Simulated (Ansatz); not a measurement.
The cluster MgI2, relaxed as a singlet with RKS r2SCAN-D4/def2-TZVP in Ansatz, starting from the GFN2-xTB geometry. Force threshold 0.02 eV/Å.

In the def2 sets I takes a core potential; there is no spin–orbit coupling. The structure comes from a short search, and lower isomers may exist.

Start:

```xyz
3

Mg   -0.012   -0.027   -0.026
I     0.582    1.614   -1.943
I    -0.570   -1.586    1.969
```

```csv
step,energy (eV),largest force component (eV/Å),SCF passes
1,-21656.1442,0.443,15
2,-21656.1761,0.099,20
3,-21656.1778,0.010,22
```

Force components are those of the run's own axes.

End:

```xyz
3

Mg   -0.001   -0.002   -0.002
I     0.563    1.563   -1.908
I    -0.562   -1.560    1.910
```

By distances, no bond broke or formed. The bond that changes most is Mg1–I3, from 2.59 to 2.53 Å (atoms count from 1).

No frequencies were taken in this run, so the end may be a saddle point.

It took 4 s on 4 threads of Arm Neoverse V1 on a shared host.
